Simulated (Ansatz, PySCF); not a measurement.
Dissociation curve of BH, singlet.

Levels: UHF/LANL2DZ = unrestricted Hartree-Fock/LANL2DZ in PySCF; RHF/6-31G* = restricted Hartree-Fock/6-31G*, spherical d (PySCF); FCI = full CI/def2-TZVP, frozen core run with Ansatz (a program for electronic structure).

Energies relative to the lowest point of each curve near equilibrium, in kJ/mol:

| R / Å | UHF/LANL2DZ | RHF/6-31G* |
|---|---|---|
| 1.16 | 5.3 | 4.9 |
| 1.24 | 0.0 | 0.2 |
| 1.31 | 5.7 | 6.4 |
| 1.44 | 31.9 | 33.7 |
| 1.53 | 57.0 | 59.4 |
| 1.66 | 98.0 | 101.0 |
| 1.86 | 163.6 | 167.8 |
| 2.08 | 206.8 | 239.7 |
| 2.24 | 222.9 | 289.3 |
| 3.32 | 248.3 | 551.3 |
| 3.73 | 249.2 | 619.0 |
| 4.36 | 249.7 | 692.4 |

### Question
Predict the corresponding FCI column.

### Answer
1.16: 6.0; 1.24: 0.0; 1.31: 4.4; 1.44: 27.3; 1.53: 49.5; 1.66: 85.2; 1.86: 140.9; 2.08: 196.0; 2.24: 229.9; 3.32: 332.6; 3.73: 339.5; 4.36: 342.6 (kJ/mol).

The unrestricted determinant behind UHF/LANL2DZ is spin-contaminated at 0.99 to 5.03 Å (<S²> up to 1.0, against 0.00 for a pure singlet). The restricted form behind RHF/6-31G* keeps the bonding electrons paired and can't separate into open-shell fragments.
